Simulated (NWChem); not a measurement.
System: RbI; SMILES [Rb][I]

All runs: NWChem. Coordinates come from a PBE0/def2-SVP optimisation. def2 effective core potentials on Rb, I; no spin-orbit coupling. B3LYP is NWChem's, with the RPA form of VWN correlation.

For level B3LYP/def2-SVP (core potentials):

highest occupied level (eV): -5.03
orbital gap (eV): 3.23

Question: Estimate the same quantities for level B3LYP/STO-3G (all-electron, non-relativistic).

Answer: 
| Quantity | Result |
|---|---|
| highest occupied level (eV) | -1.11 |
| orbital gap (eV) | 3.86 |
